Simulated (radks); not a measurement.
Results of a calculation; reference values are marked as such.
Correlation energies from several functionals, in hartree. Species: Si10+ [He] 2s2; Cs+ [Xe]. Level of theory: non-relativistic Kohn-Sham, exchange-only LDA, spin-polarised, spherical densities, point nucleus (a radial shooting solver on a logarithmic mesh with Libxc functionals). Every spin shell is full or empty, so the densities are truly spherical. Functionals are evaluated on that one density, not self-consistently.

\begin{tabular}{lrr}
functional & Si10+ & Cs+ \\ \hline
PW92 & -0.37233 & -5.2382 \\
PZ & -0.37180 & -5.2389 \\
Wigner & -0.21491 & -2.8919 \\
PBE & -0.10690 & -2.9456 \\
PBEsol & -0.13368 & -3.3286 \\
P86 & -0.16502 & -3.3409 \\
OP (B88) & -0.15186 & -2.6939 \\
r2SCAN & -0.11231 & -2.9562 \\
\end{tabular}
